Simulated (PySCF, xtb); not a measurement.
FH4N2NbS, SMILES [F][Nb]([NH2])([NH2])=[S], multiplicity 1.

GFN2-xTB (xtb) at its own geometry gives an orbital gap of 2.34 eV and a dipole moment of 6.11 D.

Geometry: B3LYP-D3(BJ)/def2-SVP. The multiplicity is an assumed one; other spin states were not compared. The def2 effective core potentials stand for the cores of Nb; spin–orbit coupling is left out. Other conformers were not sampled.

Problem. What does CAM-B3LYP/def2-TZVP (PySCF) give? (The exact figures need the calculation; the answer reports its results.)

Solution. gap 8.08 eV (levels -8.86 and -0.78 eV), dipole 4.30 D.
